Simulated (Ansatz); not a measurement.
Reaction (isomerisation): `F[CH]1O[SiH2][GeH2]1` → `FC1[O][GeH2][SiH2]1`

Isolated molecules relaxed with PBE0-D4/def2-TZVP in Ansatz; ΔE leaves out vibrations. CBS: MP2 limit from def2 TZ/QZ plus the TZ coupled-cluster correction, frozen cores. DFT in def2-TZVPP. B3LYP here is the variant with VWN-RPA as its local correlation; programs differ in this. For Ge outer-core shells are correlated without core-valence functions, which leaves a few kJ/mol of doubt a bond. Scalar relativity is left out up to krypton.

Problem. Is it downhill or uphill in electronic energy at CCSD(T)/CBS, and by how much? (Best estimate.)

Solution. Ansatz gave: Uphill: ΔE = +47.7 kJ/mol.

Problem. What do these levels give: PBE-D4, B3LYP-D4, ωB97X-V, ωB97M-V, B2PLYP, PBE, r2SCAN, PBE0, HF/def2-TZVPP, SCS-MP2/def2-TZVPP, SCS-MP2/def2-QZVPP, CCSD/CBS(def2)? (Best estimate.)

Solution. Computed: PBE-D4 39.3, B3LYP-D4 44.5, ωB97X-V 43.3, ωB97M-V 45.5, B2PLYP 45.2, PBE 39.5, r2SCAN 44.2, PBE0 43.7, HF/def2-TZVPP 48.9, SCS-MP2/def2-TZVPP 46.4, SCS-MP2/def2-QZVPP 47.2, CCSD/CBS(def2) 49.4 kJ/mol.

Largest T1 diagnostic among the species: 0.014.

From PBE to PBE0 (25 % exact exchange), in def2-TZVPP and without D4, ΔE moves by +4.2 kJ/mol.
